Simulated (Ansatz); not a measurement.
PbSe₂⁻. Total charge -1; doublet. Geometry r2SCAN-D4/def2-TZVPD.

```xyz
3

Pb    0.615    0.673    0.909
Se    0.495   -1.775    0.068
Se   -1.110    1.102   -0.977
```

In the def2 sets Pb takes a core potential; there is no spin–orbit coupling. Another isomer (doublet) lies 0.04 eV lower at PBE0-D4/def2-TZVPD; other spin states weren't run for this one.

Problem. Estimate the α-spin orbital energies around the gap (eV) in Ansatz with PBE-D4/def2-TZVPD, r2SCAN-D4/def2-TZVPD, PBE0-D4/def2-TZVPD, ωB97M-V/def2-TZVPD.

Solution. 
| orbital | PBE-D4/def2-TZVPD | r2SCAN-D4/def2-TZVPD | PBE0-D4/def2-TZVPD | ωB97M-V/def2-TZVPD |
| --- | --- | --- | --- | --- |
| HOMO−5 | -2.34 | -2.64 | -3.51 | -5.63 |
| HOMO−4 | -2.02 | -2.25 | -3.02 | -5.00 |
| HOMO−3 | -1.61 | -1.83 | -2.62 | -4.74 |
| HOMO−2 | -1.04 | -1.24 | -1.96 | -3.87 |
| HOMO−1 | -0.74 | -0.95 | -1.70 | -3.70 |
| HOMO | -0.55 | -0.83 | -1.61 | -3.53 |
| LUMO | 1.36 | 1.47 | 1.92 | 3.35 |
| LUMO+1 | 2.59 | 3.06 | 3.00 | 3.41 |
| LUMO+2 | 2.65 | 3.12 | 3.11 | 3.66 |
| LUMO+3 | 2.83 | 3.32 | 3.25 | 3.90 |
| LUMO+4 | 3.47 | 3.95 | 3.85 | 4.16 |
| LUMO+5 | 3.53 | 4.07 | 3.89 | 4.20 |
| β HOMO | -0.57 | -0.74 | -1.47 | -3.24 |
| β LUMO | 0.23 | 0.35 | 0.98 | 2.51 |
